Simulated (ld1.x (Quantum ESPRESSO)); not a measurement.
# Te (Z = 52), TM: configuration errors across variants

ld1.x (Quantum ESPRESSO) 7.5 input, shortened:

```
&input
   title='Te', zed=52., rel=1, dft='PZ', iswitch=3,
   config='[Kr] 4d10 5s2 5p2.5'
 /
 &inputp
   pseudotype=2, tm=.true., lloc=-2, rcloc=1.20,
   nlcc=.true., new_core_ps=.true., rcore=1.50
 /
3
5S  1  0   2.00   0.00  1.80  1.80  0.0
5P  2  1   2.50   0.00  1.65  1.65  0.0
4D  3  2  10.00   0.00  1.45  1.45  0.0
 &test
   configts(1)='4d10 5s2 5p2.5'
 /
```

All-electron excitation energies from the reference (eV): (1) 4d10 5s2 5p4 -17.915; (2) 4d10 5s2 5p3 -8.000; (3) 4d10 5s2 5p2 10.174; (4) 4d10 5s1 5p5 -8.563; (5) 4d10 5s2 5p3.5 -13.931; (6) 4d10 5s2 5p0 74.312; (7) 4d9 5s2 5p4 31.397; (8) 4d10 5s2 5p2.5 spin -0.986; (9) 4d10 5s2 5p4 spin -18.395.

Spin tests fill each open shell by Hund’s rule, majority spin first.

Tests that are not counted but printed errors over 1 eV. “all radii but the core radius scaled by about 0.84 (s 1.52, p 1.40, d 1.22 bohr); local potential all-electron potential smoothed inside 1.02 bohr (lloc = -2)”: 4d10 5s2 5p4 (solver errors, printed error -2463 eV); 4d10 5s1 5p5 (solver errors, printed error -2432 eV); 2 more.

3 further variants failed, have other tests or another functional or relativity, and are left out.

A true bound ghost makes a file unfit for plane-wave use even where its test errors are small: the radial tests pick states by their node count and pass the ghost by. Where a test does run into it, the solver fails or the error is huge.

Errors AE − PS in meV (a dash: test not solved or not reliable):

| change | (1) | (2) | (3) | (4) | (5) | (6) | (7) | (8) | (9) | bound ghosts |
| --- | --- | --- | --- | --- | --- | --- | --- | --- | --- | --- |
| base | +31 | +5.6 | +1.0 | +16 | +17 | -17 | +102 | +4.1 | +38 | s |
| all radii but the core radius scaled by about 0.84 (s 1.52, p 1.40, d 1.22 bohr); local potential all-electron potential smoothed inside 1.02 bohr (lloc = -2) | – | -17 | -13 | – | – | -38 | -802 | +1.6 | – | s, p |
| wave 5s (bound): rc 1.80 bohr becomes 5s (bound): rc 1.22 bohr | +27 | +4.9 | +0.2 | -27 | +15 | -62 | +16 | +2.6 | +34 | s |
| wave 4d (bound): rc 1.45 bohr becomes 4d (bound): rc 1.14 bohr | +31 | +5.6 | +1.0 | +16 | +17 | -17 | +87 | +4.2 | +38 | s |

Give the same row for: core correction Bessel-smoothed model core inside 1.18 bohr.

+31, +5.5, +1.0, +16, +17, -17, +92, +3.9, +38; bound ghosts: s.
